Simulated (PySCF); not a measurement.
dimethyl telluride cation (C₂H₆Te), SMILES [Te](C)C (connectivity only; charge and spin as stated), charge +1, multiplicity 2.

Geometry: r2SCAN-D4/def2-SVP. The spin state was assumed, not searched. The def2 effective core potentials stand for the cores of Te; spin–orbit coupling is left out.

The numbers are results of TDA-ωB97X/def2-SVPD run with PySCF, not measurements.

Vertical excitations. Isolated molecule, no solvent.

Computed excitation energies, oscillator strengths and character:
```json
[
 {"state": "root 1", "energy (eV)": "2.40", "λ (nm)": "517", "f": "0.003", "main pairs": "β HOMO→LUMO 99 %"},
 {"state": "root 2", "energy (eV)": "3.53", "λ (nm)": "351", "f": "0.000", "main pairs": "β HOMO−1→LUMO 97 %"},
 {"state": "root 3", "energy (eV)": "5.32", "λ (nm)": "233", "f": "0.000", "main pairs": "α HOMO→LUMO 96 %"},
 {"state": "root 4", "energy (eV)": "6.09", "λ (nm)": "204", "f": "0.001", "main pairs": "α HOMO−1→LUMO 42 %, β HOMO→LUMO+1 46 %"},
 {"state": "root 5", "energy (eV)": "6.17", "λ (nm)": "201", "f": "0.007", "main pairs": "β HOMO−2→LUMO 94 %"},
 {"state": "root 6", "energy (eV)": "6.26", "λ (nm)": "198", "f": "0.000", "main pairs": "β HOMO−3→LUMO 98 %"},
 {"state": "root 7", "energy (eV)": "6.43", "λ (nm)": "193", "f": "0.005", "main pairs": "α HOMO→LUMO+1 92 %"},
 {"state": "root 8", "energy (eV)": "6.70", "λ (nm)": "185", "f": "0.007", "main pairs": "α HOMO−2→LUMO 5 %, β HOMO−4→LUMO 87 %"},
 {"state": "root 9", "energy (eV)": "6.71", "λ (nm)": "185", "f": "0.001", "main pairs": "β HOMO−5→LUMO 98 %"},
 {"state": "root 10", "energy (eV)": "6.80", "λ (nm)": "182", "f": "0.001", "main pairs": "α HOMO−2→LUMO 19 %, α HOMO−1→LUMO+1 18 %, β HOMO−1→LUMO+1 25 %, β HOMO→LUMO+2 21 %, β HOMO−4→LUMO 8 %"}
]
```
Unrestricted roots are not spin-pure.
